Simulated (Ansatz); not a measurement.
What each rung costs, and what it gives

The pair of HF (SMILES F, atoms 1–2) and BF3 (SMILES FB(F)F, atoms 3–6), both closed shells, in one local arrangement (a lower one may exist), relaxed at PBE0-D4/def2-TZVP:

```tsv
atom	x (Å)	y (Å)	z (Å)
F1	-0.3288	-0.4564	-1.5201
H2	0.3666	-0.0594	-1.9791
F3	1.0588	0.7872	0.4837
B4	-0.0193	0.1178	0.8456
F5	-1.1689	0.7419	0.9400
F6	0.0915	-1.1312	1.2298
```

Interaction energies are counterpoise-corrected; the time is that of the whole pair.

Program: Ansatz 0.2.0. Basis: as named in each row. Cores are frozen in the correlated methods. B3LYP uses VWN-RPA correlation. Extrapolation: Hartree–Fock as exp(−7.88 √X), correlation as X^−2.97.

Times are rough, for one single point on 4 threads of a shared host (AMD EPYC 9R45).

The estimate by CCSD(T) at an estimated basis limit (MP2 extrapolated from triple and quadruple zeta, plus CCSD(T) − MP2 in triple zeta) is -0.164 eV.

```json
{"method": "HF", "basis": "STO-3G", "time (s)": "under 1", "interaction energy (eV)": "-0.080", "method less estimate": "0.084"}
{"method": "PBE-D4", "basis": "STO-3G", "time (s)": "under 1", "interaction energy (eV)": "-0.155", "method less estimate": "0.009"}
{"method": "SPW92", "basis": "def2-SVP", "time (s)": "under 1", "interaction energy (eV)": "-0.274", "method less estimate": "-0.109"}
{"method": "B3LYP-D4", "basis": "6-31G", "time (s)": "under 1", "interaction energy (eV)": "-0.241", "method less estimate": "-0.077"}
{"method": "PBE-D4", "basis": "def2-SVP", "time (s)": "under 1", "interaction energy (eV)": "-0.164", "method less estimate": "0.000"}
{"method": "PBE0-D4", "basis": "def2-SVP", "time (s)": "under 1", "interaction energy (eV)": "-0.182", "method less estimate": "-0.018"}
{"method": "PBE-D4", "basis": "def2-TZVPPD", "time (s)": "under 1", "interaction energy (eV)": "-0.139", "method less estimate": "0.025"}
{"method": "wB97M-V", "basis": "def2-SVP", "time (s)": "under 1", "interaction energy (eV)": "-0.202", "method less estimate": "-0.038"}
{"method": "revPBE-D4", "basis": "def2-TZVPPD", "time (s)": "under 1", "interaction energy (eV)": "-0.107", "method less estimate": "0.057"}
{"method": "BLYP-D4", "basis": "def2-TZVPPD", "time (s)": "under 1", "interaction energy (eV)": "-0.119", "method less estimate": "0.045"}
{"method": "PBE0-D4", "basis": "def2-TZVPPD", "time (s)": "under 1", "interaction energy (eV)": "-0.155", "method less estimate": "0.009"}
{"method": "CCSD(T)", "basis": "def2-SVP", "time (s)": "under 1", "interaction energy (eV)": "-0.124", "method less estimate": "0.040"}
{"method": "r2SCAN-D4", "basis": "def2-TZVPPD", "time (s)": "under 1", "interaction energy (eV)": "-0.199", "method less estimate": "-0.034"}
{"method": "HSE06-D4", "basis": "def2-TZVPPD", "time (s)": "under 1", "interaction energy (eV)": "-0.153", "method less estimate": "0.011"}
{"method": "B3LYP-D4", "basis": "def2-TZVPPD", "time (s)": "under 1", "interaction energy (eV)": "-0.147", "method less estimate": "0.017"}
{"method": "B2PLYP", "basis": "def2-TZVPPD", "time (s)": "2", "interaction energy (eV)": "-0.127", "method less estimate": "0.038"}
{"method": "wB97X-V", "basis": "def2-TZVPPD", "time (s)": "2", "interaction energy (eV)": "-0.168", "method less estimate": "-0.004"}
{"method": "B97M-V", "basis": "def2-TZVPPD", "time (s)": "2", "interaction energy (eV)": "-0.185", "method less estimate": "-0.021"}
{"method": "wB97M-V", "basis": "def2-TZVPPD", "time (s)": "2", "interaction energy (eV)": "-0.175", "method less estimate": "-0.011"}
{"method": "MP2", "basis": "def2-QZVPPD", "time (s)": "4", "interaction energy (eV)": "-0.144", "method less estimate": "0.020"}
{"method": "CCSD(T)", "basis": "def2-TZVPPD", "time (s)": "29", "interaction energy (eV)": "-0.144", "method less estimate": "0.020"}
```

T1 diagnostic: at most 0.013.
